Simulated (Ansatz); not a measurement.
`OC(O)(O)[SiH3]` + `BO[SiH2]S` → `BO[SiH2]S[SiH3]` + `OC(O)O`  (ligand exchange at the Si–C bond)

Calculated with Ansatz (gas phase, PBE0-D4/def2-TZVP geometries, no zero-point term in ΔE). CCSD(T)/CBS is the MP2 limit (def2-TZVPP, def2-QZVPP) plus CCSD(T) − MP2 in def2-TZVPP, frozen cores. Functionals use def2-TZVPP. B3LYP here is the variant with VWN-RPA as its local correlation; programs differ in this. Each species was taken in one conformer, which may not be the lowest.

`OC(O)(O)[SiH3]`:

Cartesian coordinates in Å:
```
O 0.796 0.813 -1.112
C 0.304 0.373 0.136
O 1.435 -0.025 0.853
O -0.319 1.389 0.832
Si -0.954 -1.076 -0.051
H 0.057 1.172 -1.614
H 2.089 -0.327 0.214
H 0.371 2.015 1.095
H -1.481 -1.481 1.273
H -2.068 -0.648 -0.940
H -0.229 -2.205 -0.687
```

`BO[SiH2]S`:

Cartesian coordinates in Å:
```
B 0.428 1.672 -0.673
O -0.406 0.646 -0.404
Si -0.106 -0.952 -0.094
S -0.114 -1.371 1.987
H 1.612 1.477 -0.764
H -0.049 2.761 -0.822
H -1.174 -1.703 -0.785
H 1.250 -1.321 -0.563
H -1.442 -1.211 2.118
```

`BO[SiH2]S[SiH3]`:

Cartesian coordinates in Å:
```
B -1.080 -0.652 -1.847
O -1.424 0.368 -1.037
Si -0.676 1.363 0.045
S 1.432 1.115 0.121
Si 1.450 -0.653 1.332
H -1.947 -1.155 -2.505
H 0.058 -1.031 -1.896
H -1.277 1.073 1.367
H -0.928 2.754 -0.387
H 1.397 -0.299 2.772
H 2.712 -1.371 1.034
H 0.284 -1.512 1.001
```

`OC(O)O`:

Cartesian coordinates in Å:
```
O 0.637 -0.111 1.236
C -0.215 -0.175 0.159
O 0.254 -1.113 -0.745
O -0.305 1.034 -0.543
H 1.531 -0.028 0.881
H -1.193 -0.456 0.572
H -0.057 -0.854 -1.617
H -0.652 1.702 0.056
```

| level | ΔE (kJ/mol) | difference from CCSD(T)/CBS |
| --- | --- | --- |
| r2SCAN-D4 | -95.5 | 0.4 |
| PBE | -88.6 | 7.3 |
| B3LYP | -87.6 | 8.3 |
| MP2/def2-TZVPP | -100.5 | -4.6 |
| SCS-MP2/def2-TZVPP | -97.2 | -1.3 |
| CCSD/def2-TZVPP | -94.5 | 1.4 |
| HF/def2-QZVPP | -101.2 | -5.3 |
| HF/CBS(def2) | -101.2 | -5.3 |
| MP2/CBS(def2) | -102.5 | -6.6 |
| CCSD/CBS(def2) | -96.5 | -0.6 |
| CCSD(T)/CBS | -95.9 | 0 |

Largest T1 diagnostic among the species: 0.013.

From PBE to PBE0 (25 % exact exchange), in def2-TZVPP and without D4, ΔE moves by −7.5 kJ/mol. The D4 term adds −5.0 kJ/mol with B3LYP and −2.9 kJ/mol with PBE0; it sums over pairs of atoms, weighted by their polarisabilities, and B3LYP, whose exchange is more repulsive, gets the larger term.
